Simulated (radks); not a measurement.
Neutral cobalt inside a hard spherical wall (all orbitals vanish at R), configuration held at [Ar] 3d7 4s2 and not refilled when levels cross. Method: non-relativistic Kohn-Sham, PBEsol, spin-polarised, spherical densities, point nucleus; open shells are filled with parallel spins first; computed with a radial shooting solver on a logarithmic mesh with Libxc functionals. Eigenvalues in eV for spin up, with the zero of energy where the potential of the charges vanishes at infinity; a dash marks a level that is unbound or too diffuse for the functional's potential to be trusted. A positive occupied level is held by the wall or, in an anion where self-interaction has pushed it up, behind a barrier. The pressure on the wall is -dE/dV.

R (bohr)  E (hartree)  kinetic (hartree)    e(3s)    e(3p)   e(3d)   e(4s)  e(4p, empty)  e(5s, empty)  pressure (GPa)
free      -1381.25367           1380.071  -100.97  -66.299  -9.745  -5.627        -1.363             -               0
15        -1381.25367           1380.071  -100.97  -66.299  -9.745  -5.627        -1.360         0.319        < 0.0001
12        -1381.25365           1380.072  -100.97  -66.296  -9.742  -5.625        -1.340         0.797        0.000427
10        -1381.25342           1380.074  -100.94  -66.276  -9.722  -5.608        -1.268         1.640         0.00691
8         -1381.25101           1380.093  -100.80  -66.135  -9.583  -5.487        -0.964         3.824           0.115
6         -1381.22598           1380.235  -100.01  -65.343  -8.816  -4.714         0.427        10.575            2.11
5         -1381.16282           1380.522  -98.770  -64.105  -7.627  -3.294         2.608        19.345            10.3
4         -1380.93603           1381.399  -95.843  -61.208  -4.848   0.711         8.133        39.080            60.8
2.5       -1378.29750           1390.100  -79.451  -45.075  11.776  34.542        48.371        156.99            1950
2         -1373.48065           1405.330  -61.942  -27.322  31.673  85.024        102.92        294.70            9700
1.5       -1355.54003           1457.908  -16.404   20.546  84.906  238.41        257.54        648.35           71900
